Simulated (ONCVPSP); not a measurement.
**What one change does to a pseudopotential (niobium, ONCV)**

ONCVPSP 4.0.1 input, shortened (lines: element, Z, core and valence counts, functional; n l f; lmax; l rc ep ncon nbas qcut; lloc lpopt rc5 dvloc0; l nproj debl; icmod fcfact rcfact), Wu-Cohen, non-relativistic:

```
  Nb 41.00    6    4  -118130      upf
    1    0    2.00
    2    0    2.00
    2    1    6.00
    3    0    2.00
    3    1    6.00
    3    2   10.00
    4    0    2.00
    4    1    6.00
    4    2    4.00
    5    0    1.00
    2
    0    2.10    0.00    4    7    4.50
    1    1.70    0.00    5    8    9.30
    2    2.30    0.00    4    8    7.60
    4    5    1.55    0.00
    0    2    2.10
    1    2    1.50
    2    2    2.00
    3    5.25    1.40
```

Change: all radii but the core radius scaled by about 0.88 (s 1.84, p 1.48, d 2.02 bohr); local potential polynomial inside 1.36 bohr (lpopt 5, dvloc0 0 Ha).

Cutoffs: the cutoffs (Ha) at which the residual kinetic energy of the hardest occupied pseudo-wave falls to 1 and 0.1 mHa per electron; they do not see the model core or the augmentation charge, which bear on the density cutoff. Errors are all-electron minus pseudo energies relative to the spin-unpolarised reference configuration.

How do hardness, ghosts and transferability respond?

The potential gets harder (28 Ha and 34 Ha → 32 Ha and 38 Ha); the errors of the 3 common tests hardly move; neither file shows a bound ghost. A smaller radius makes the pseudo-wave follow the all-electron one further in, where it bends more sharply, so more plane waves are needed.

```tsv
quantity	base	changed
cutoff, loose	28 Ha	32 Ha
cutoff, tight	34 Ha	38 Ha
loose cutoff by channel	s 5.7 Ha, p 28 Ha, d 16 Ha	s 14 Ha, p 32 Ha, d 17 Ha
bound ghosts	none	none
GHOST(+) flags under 300 eV	none	s at 129.7 eV
tests with a reliable result	3 of 4	3 of 4
error for 4s2 4p6 4d4 5s0, meV [ΔE 6.29 eV]	-1.5	-1.3
error for 4s2 4p6 4d3 5s0, meV [ΔE 20.51 eV]	-0.4	-0.5
error for 4s2 4p6 4d4 5s0 5p1, meV [ΔE 2.77 eV]	-1.1	-0.9
rms error of d²Exc/dni dnj with the model core, mHa	1.82	1.69
```
